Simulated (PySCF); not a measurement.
## `[NH2][GeH2][c]1ccco1`, C4H7GeNO

Geometry:
| atom | x (Å) | y (Å) | z (Å) |
| --- | --- | --- | --- |
| N1 | 2.694 | -0.618 | 0.537 |
| Ge2 | 1.690 | 0.559 | -0.399 |
| C3 | -0.228 | 0.267 | -0.192 |
| C4 | -1.349 | 1.046 | -0.192 |
| C5 | -2.446 | 0.178 | 0.015 |
| C6 | -1.916 | -1.069 | 0.129 |
| O7 | -0.582 | -1.027 | 0.006 |
| H8 | 2.578 | -0.603 | 1.541 |
| H9 | 2.630 | -1.581 | 0.233 |
| H10 | 2.047 | 1.928 | 0.088 |
| H11 | 2.108 | 0.391 | -1.829 |
| H12 | -1.380 | 2.109 | -0.327 |
| H13 | -3.480 | 0.448 | 0.074 |
| H14 | -2.366 | -2.028 | 0.296 |

Level of theory: GIAO KT3/pcSseg-1 magnetisability, rotational g tensor and spin-rotation constants, non-relativistic, gas phase (PySCF). Geometry: GFN2-xTB.

The calculation is non-relativistic, which matters for the atoms heavier than Zn.

Task: Give the nuclear spin-rotation constants along the inertial axes (H = +C I·J) beside the isotropic shieldings.

Result: Rotational constants 5.1193, 1.0738, 0.9214 GHz. A star marks the isotopologue with that one atom substituted, in its own axes.
```csv
atom,isotope,Caa (kHz),Cbb (kHz),Ccc (kHz),mean (kHz),σ (ppm)
N1,14N,0.191,0.037,0.015,0.081,260.9
H8,1H,-0.619,-0.111,-0.013,-0.248,31.8
H9,1H,-0.612,-0.031,-0.075,-0.239,31.3
H10,1H,-0.372,-0.026,-0.033,-0.144,27.1
H11,1H,-0.384,-0.092,0.030,-0.149,27.0
H12,1H,-0.506,0.107,-0.096,-0.165,25.1
H13,1H,0.408,-0.084,-0.099,0.075,25.3
H14,1H,-0.184,0.049,-0.090,-0.075,24.1
Ge2,73Ge*,-1.435,-0.284,-0.280,-0.666,1436.1
C3,13C*,2.097,0.431,0.204,0.911,36.9
C4,13C*,1.585,0.439,0.137,0.720,72.2
C5,13C*,2.115,0.306,0.126,0.849,79.0
C6,13C*,2.078,0.390,0.195,0.888,45.6
O7,17O*,-2.092,-0.414,-0.106,-0.871,26.5
```
For the geometry as given, no vibrational averaging.

Task: How do the rotational constants and the g tensor change when H8, H9, H10, H11, H12, H13, H14 are replaced by deuterium?

Result: Constants 4.1749, 0.9775, 0.8329 GHz; g -0.0459, -0.0133, 0.0049, against -0.0563, -0.0146, 0.0054 before.
